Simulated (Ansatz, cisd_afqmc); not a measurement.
Species: C2H3N, charge 0, singlet. C2H3N (SMILES [C-]#[N+]C).
B3LYP-D3(BJ)/def2-TZVP minimum from Ansatz (a quantum-chemistry and plane-wave program):
```xyz
6

C     -1.1048     0.0069    -0.0265
N      0.3127    -0.0019     0.0075
C      1.4768    -0.0092     0.0354
H     -1.4600    -0.6890    -0.7861
H     -1.4990    -0.2921     0.9445
H     -1.4620     1.0085    -0.2642
```

Total energies in cc-pVTZ, 16 correlated electrons, 3 frozen orbitals. Radicals and triplets start from unrestricted determinants; spin-orbit coupling is neglected. Cores are frozen in correlated methods. No relativity. AFQMC/CISD: phaseless, guided by CISD from CCSD amplitudes; bars are statistical, one sigma. Outlying blocks are dropped, and bars are widened where a walk drifts. Over all cases where full CI ran beside it in this data, AFQMC minus full CI had a median of +0.1 mEh and passed +0.4 mEh in a tenth of the cases.

| method | program | energy (Eh) | minus CCSDT(Q) (mEh) |
|---|---|---|---|
| HF | Ansatz | -131.94224 | 548.29 |
| MP2 | Ansatz | -132.44529 | 45.23 |
| CCSD | Ansatz | -132.46456 | 25.97 |
| CCSD(T) | Ansatz | -132.48885 | 1.68 |
| CCSDT(Q) | Ansatz | -132.49053 | 0.00 |
| AFQMC/CISD | cisd_afqmc | -132.4902 ± 0.0004 | 0.3 ± 0.4 |

Rough core times of Ansatz's runs on a shared machine: CCSD(T) under 20 s, CCSDT(Q) 40 min.
